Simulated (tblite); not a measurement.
Run record: tight-binding relaxation, `C#C/C(F)=C\[O][GeH2][CH2]C`.

Computed with GFN2-xTB geometry optimisation, gas phase (tblite 0.8.0). Start geometry: from a force field or distance geometry. The input is one job of a driver script: a line of settings, then coordinates in Å.

Command:
```bash
OMP_NUM_THREADS=1 python probes_run.py task.json out
```

Input:
```
{"job": {"kind": "relax", "xc": "GFN2-xTB", "basis": "xTB"}, "charge": 0, "multiplicity": 1}
C      3.860100     1.463700    -0.293800
C      3.206300     0.477000    -0.537300
C      2.455700    -0.718400    -0.804800
F      2.942000    -1.618300    -1.689200
C      1.265100    -0.932900    -0.223200
O      0.724700    -0.013200     0.667300
Ge    -0.885300    -0.294700     1.436000
C     -2.243800    -0.435500     0.058600
C     -2.266800     0.814500    -0.800000
H      4.409300     2.338200    -0.082400
H      0.716000    -1.837400    -0.470600
H     -0.848100    -1.616400     2.259800
H     -1.231500     0.889900     2.387100
H     -3.236200    -0.584400     0.532500
H     -2.030600    -1.312900    -0.581200
H     -1.291700     0.961000    -1.286700
H     -3.055200     0.726800    -1.577900
H     -2.498800     1.699500    -0.172400
```

**Question.** What does the run print?

**Answer.** 
```
step      E/eV     max force
  0    -763.62387    1.298
  1    -763.71082    0.764
  2    -763.72247    2.540
  3    -763.76565    0.607
  4    -763.78183    0.456
  5    -763.80900    0.414
  6    -763.82541    0.459
  7    -763.84088    0.386
  8    -763.85364    0.355
  9    -763.86459    0.257
... (25 lines left out)
 35    -763.88755    0.029
 36    -763.88766    0.027
 37    -763.88777    0.022
 38    -763.88785    0.017
 39    -763.88790    0.015
 40    -763.88794    0.015
 41    -763.88799    0.018
 42    -763.88804    0.019
 43    -763.88808    0.014
 44    -763.88810    0.009
```

«max force» is the largest atomic force in eV/Å.

**Question.** From which step on does the largest force stay under 0.1 eV/Å, and how much energy is left to gain from there?

**Answer.** From step 15 (0.081 eV/Å), 8.2 meV above the end.

Summary of the converged run: energy lowered by 6.1 kcal/mol over 44 steps; largest atomic force 0.009 eV/Å at the end.

**Question.** Where do the atoms end?

**Answer.** 0.108 Å rms from the input after alignment:
```
atom  x, y, z in Å
C1     3.8944    1.4766   -0.3180
C2     3.2049    0.5103   -0.5015
C3     2.4211   -0.6328   -0.7468
F4     2.9197   -1.5076   -1.6666
C5     1.2515   -0.9358   -0.1735
O6     0.6807   -0.1393    0.7475
Ge7   -0.9364   -0.3582    1.4789
C8    -2.3027   -0.4385    0.0303
C9    -2.3027    0.8181   -0.8313
H10    4.4830    2.3261   -0.1399
H11    0.7530   -1.8560   -0.4594
H12   -0.8783   -1.6235    2.3165
H13   -0.9107    0.8677    2.3396
H14   -3.2861   -0.5902    0.4748
H15   -2.0951   -1.3171   -0.5865
H16   -1.3270    0.9698   -1.2911
H17   -3.0463    0.7411   -1.6225
H18   -2.5320    1.6957   -0.2288
```

The run took 0.64 s of wall time on one thread of an Arm Neoverse N1, no GPU, shared host with 64 logical CPUs at a one-minute load of 60.
Labels such as C1 count atoms from 1, the log's own numbers from 0.
